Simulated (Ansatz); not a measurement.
`C[B](C)[ZnH]` → `[CH2]` (triplet) + `C[BH][ZnH]` at 700 K and 1 bar (formal loss of a carbene).

Gas-phase electronic energies from Ansatz, PBE0-D4/def2-TZVP geometries. CBS: MP2 limit from def2 TZ/QZ plus the TZ coupled-cluster correction, frozen cores. This one scheme is used for every species. Triplets are unrestricted, without spin–orbit coupling. For Zn outer-core shells are correlated without core-valence functions, which leaves a few kJ/mol of doubt a bond. Scalar relativity is left out up to krypton.

```tsv
species	CCSD(T)/CBS energy (Eh)	H − E (kJ/mol)	S (J/(mol·K))
`C[B](C)[ZnH]`	-1883.46486	293.3	477.6
`[CH2]` (triplet)	-39.09499	70.4	226.8
`C[BH][ZnH]`	-1844.18606	200.1	391.6
```

H − E and S are ideal-gas, rigid-rotor, harmonic terms from PBE0-D4/def2-TZVP, for one conformer and one mirror image of each species, with the whole ground term of open shells counted as degenerate. 1 Eh = 2625.50 kJ/mol, R = 8.31446 J/(mol·K).

By hand: ΔE, ΔH, ΔS and ΔG.

ΔE = (-39.09499) + (-1844.18606) − (-1883.46486) = 0.18381 Eh = 482.6 kJ/mol. Δ(H − E) = 70.4 + 200.1 − 293.3 = -22.8, so ΔH = 459.8 kJ/mol. ΔS = 226.8 + 391.6 − 477.6 = 140.8 J/(mol·K). ΔG = 459.8 − 700 × (140.8)/1000 = 361.2 kJ/mol.

By hand: the equilibrium constant, and the temperature at which ΔG would vanish if ΔH and ΔS stayed fixed.

log₁₀ K = −ΔG/(RT ln 10) = -27.0. ΔG = 0 at ΔH/ΔS = 3266 K, far beyond where these terms or the molecules hold.

The number of gas molecules changes by +1, which sets the sign of ΔS. A doubt of 5 kJ/mol in ΔE shifts log₁₀ K by 0.4 here. Other conformers and mirror images would add mixing entropy, several J/(mol·K) or more a flexible species. Modes under 60 cm⁻¹, often nearly free rotors, make the harmonic entropy too high. A triplet takes part, so the spin changes. These are equilibria of isolated gas molecules and say nothing of rates. Largest T1 diagnostic: 0.014 (customary marks: 0.02 for closed shells, 0.045 for open ones).
